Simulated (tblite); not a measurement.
Species: C6H13FOSi2.
Numbering: `[CH3:1][C:2](=[O:3])[C@@H:4]([SiH3:5])[SiH2:6]/[CH:7]=[CH:8]\[CH2:9][F:10]` (hydrogens: H11, H12, H13 on C1; H14 on C4; H15, H16, H17 on Si5; H18, H19 on Si6; H20 on C7; H21 on C8; H22, H23 on C9)

A start from a force field or distance geometry was refined with GFN2-xTB geometry optimisation, gas phase in tblite. Values at the start:

| coordinate | start |
| --- | --- |
| C1–C2 | 1.500 Å |
| C1–H11 | 1.103 Å |
| C2=O3 | 1.240 Å |
| C2–C4 | 1.508 Å |
| C4–Si5 | 1.866 Å |
| C4–Si6 | 1.862 Å |
| Si5–H15 | 1.481 Å |
| Si5–H17 | 1.490 Å |
| Si6–C7 | 1.841 Å |
| Si6–H18 | 1.488 Å |
| Si6–H19 | 1.493 Å |
| C7=C8 | 1.334 Å |
| C8–C9 | 1.506 Å |
| C8–H21 | 1.098 Å |
| C9–F10 | 1.350 Å |
| C9–H23 | 1.083 Å |
| C1–C2–O3 | 121.0° |
| C1–C2–C4 | 117.0° |
| C2–C4–Si5 | 114.2° |
| C2–C4–Si6 | 113.7° |
| C4–Si6–C7 | 112.1° |
| Si5–C4–Si6 | 104.9° |
| Si6–C7–C8 | 130.3° |
| C7–C8–C9 | 129.9° |
| C2–C4–Si6–C7 | 49° |
| C4–Si6–C7–C8 | 69° |
| Si6–C7–C8–C9 | -2° |
| C7–C8–C9–F10 | -15° |

Question: How do these coordinates change at the GFN2-xTB level?

Answer: 
```json
{"coordinate": "C4–Si6", "GFN2-xTB (Å or °)": "1.916", "change": "+0.054"}
{"coordinate": "Si6–C7", "GFN2-xTB (Å or °)": "1.891", "change": "+0.050"}
{"coordinate": "C4–Si5", "GFN2-xTB (Å or °)": "1.907", "change": "+0.041"}
{"coordinate": "C2–C4", "GFN2-xTB (Å or °)": "1.480", "change": "-0.028"}
{"coordinate": "Si6–H19", "GFN2-xTB (Å or °)": "1.465", "change": "-0.028"}
{"coordinate": "C2=O3", "GFN2-xTB (Å or °)": "1.214", "change": "-0.026"}
{"coordinate": "Si6–H18", "GFN2-xTB (Å or °)": "1.463", "change": "-0.025"}
{"coordinate": "Si5–H15", "GFN2-xTB (Å or °)": "1.457", "change": "-0.024"}
{"coordinate": "C9–F10", "GFN2-xTB (Å or °)": "1.373", "change": "+0.023"}
{"coordinate": "Si5–H17", "GFN2-xTB (Å or °)": "1.468", "change": "-0.022"}
{"coordinate": "C9–H23", "GFN2-xTB (Å or °)": "1.098", "change": "+0.015"}
{"coordinate": "C1–H11", "GFN2-xTB (Å or °)": "1.089", "change": "-0.014"}
{"coordinate": "C8–H21", "GFN2-xTB (Å or °)": "1.085", "change": "-0.013"}
{"coordinate": "C1–C2", "GFN2-xTB (Å or °)": "1.512", "change": "+0.012"}
{"coordinate": "C8–C9", "GFN2-xTB (Å or °)": "1.495", "change": "-0.011"}
{"coordinate": "C7=C8", "GFN2-xTB (Å or °)": "1.325", "change": "-0.009"}
{"coordinate": "Si5–C4–Si6", "GFN2-xTB (Å or °)": "111.8", "change": "+6.9"}
{"coordinate": "C2–C4–Si6", "GFN2-xTB (Å or °)": "107.5", "change": "-6.2"}
{"coordinate": "C2–C4–Si5", "GFN2-xTB (Å or °)": "108.4", "change": "-5.8"}
{"coordinate": "C7–C8–C9", "GFN2-xTB (Å or °)": "126.6", "change": "-3.3"}
{"coordinate": "C4–Si6–C7", "GFN2-xTB (Å or °)": "108.8", "change": "-3.3"}
{"coordinate": "C1–C2–C4", "GFN2-xTB (Å or °)": "115.7", "change": "-1.3"}
{"coordinate": "Si6–C7–C8", "GFN2-xTB (Å or °)": "129.1", "change": "-1.2"}
{"coordinate": "C1–C2–O3", "GFN2-xTB (Å or °)": "121.8", "change": "+0.8"}
{"coordinate": "C4–Si6–C7–C8", "GFN2-xTB (Å or °)": "77", "change": "+8"}
{"coordinate": "C7–C8–C9–F10", "GFN2-xTB (Å or °)": "-11", "change": "+4"}
{"coordinate": "C2–C4–Si6–C7", "GFN2-xTB (Å or °)": "46", "change": "-3"}
{"coordinate": "Si6–C7–C8–C9", "GFN2-xTB (Å or °)": "0", "change": "+2"}
```

The energy falls by 29.9 kJ/mol over 78 L-BFGS steps, the largest force on an atom goes from 2.11 to 0.009 eV/Å, and the atoms move by 0.203 Å rms after alignment. The bond that changes most is C4–Si6 (sp3 carbon bound to silicon to SiH2 silicon), which lengthens by 0.054 Å. Bonds longer at the end by more than 0.005 Å: 7 of 22; shorter: 12. Among the dihedrals that turn most is H18–Si6–C7–H20, from 125° to 136°. Rotational constants go from 1257, 637.9, 577.4 to 1340, 627.6, 567.0 MHz.

Hardware: one thread, Arm Neoverse N1 (aarch64), no GPU (shared host). Cost: 1.5 s of wall time.

GFN2-xTB frequencies show an imaginary mode (24i cm⁻¹), so the point is no minimum at that level. 3 starts were optimised and ended at 0.00, 0.34 and 0.60 kcal/mol (GFN2-xTB); the lowest of these is shown.

All values are computed, not measured.
